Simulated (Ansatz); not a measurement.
Caution, from a PySCF single point (B3LYP-D3(BJ)/def2-TZVPD) at this geometry: the highest occupied level lies above zero, so the state may not be bound. This triplet is an excited state, 0.78 eV above the relaxed singlet at the level frozen-core CCSD(T)/aug-cc-pVTZ // B3LYP-D3(BJ)/def2-TZVPD (Ansatz, a program for electronic structure).

Species: H3B2O, SMILES `B[B-]O` (excited triplet) (charge -1, multiplicity 3).

Give a relaxed geometry from B3LYP-D3(BJ)/def2-TZVPD (Ansatz).

This is not unique; one that fits is the end point of this relaxation, one of several conformers (outside a Z-matrix the atoms follow the SMILES, hydrogens last).
Z-matrix (Å, degrees):
```
B
O 1 1.3819
H 2 0.9780 1 111.15
B 1 1.6284 2 132.00 3 0.02
H 4 1.2063 1 126.54 2 -179.99
H 4 1.2275 5 116.20 1 -180.00
```
